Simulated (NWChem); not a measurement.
System: C₂H₄ClNOSi; SMILES C#C[Si@](N)(O)Cl

```xyz
10

C      0.9343    -2.7392     0.1555
C      0.4255    -1.6280     0.0326
Si    -0.3459     0.0281    -0.0569
N     -1.3991     0.4473     1.2456
O     -1.1603     0.0399    -1.5086
Cl     1.1730     1.4500     0.0127
H      1.3868    -3.7175     0.2550
H     -0.9922     0.8943     2.0706
H     -2.1346    -0.2133     1.5120
H     -1.7080     0.8371    -1.6288
```
Atoms are numbered in this order, from 1.

All runs: NWChem. Pople sets run with spherical d functions. Geometry: optimised at PBE-D3(BJ)/def2-SVP. GIAO values for the isolated, static molecule; σ is the absolute isotropic shielding.

**Question.** Predict the results for Hartree-Fock/6-31G*. Quantities: σ C2 (ppm); σ N4 (ppm); σ O5 (ppm); σ H7 (ppm); σ H8 (ppm); σ H9 (ppm); σ H10 (ppm).

**Answer.** 
```yaml
"σ C2 (ppm)": 123.0
"σ N4 (ppm)": 240.0
"σ O5 (ppm)": 277.3
"σ H7 (ppm)": 29.38
"σ H8 (ppm)": 31.52
"σ H9 (ppm)": 31.62
"σ H10 (ppm)": 30.10
```
